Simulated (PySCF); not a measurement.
# Correlation energy of P (phosphorus, neutral)

Starting occupation: [Ne] 3s2 3p3, 3p3/2 with m_j = -1/2, +1/2, +3/2. Computed with PySCF 2.14 in x2c-SVPall-2c with one added diffuse shell each of s, p type (5s5p1d, 25 functions), with X2C-1e with screened-nucleus spin-orbit coupling, Gaussian nucleus. Frozen: [Ne]; 5 electrons correlated.

MP2 pair energies summed by pair of shells (mhartree):

```
 pair  energy  share (%)
3p-3s  -39.99       63.8
3p-3p  -13.92       22.2
3s-3s   -8.77       14.0
```

Total MP2 correlation energy: -62.68 mhartree.

The GHF reference relaxed away from the jj start to a determinant that is no pure jj level (⟨S²⟩ = 3.75, ⟨J²⟩ = 3.75); the energies belong to that determinant.
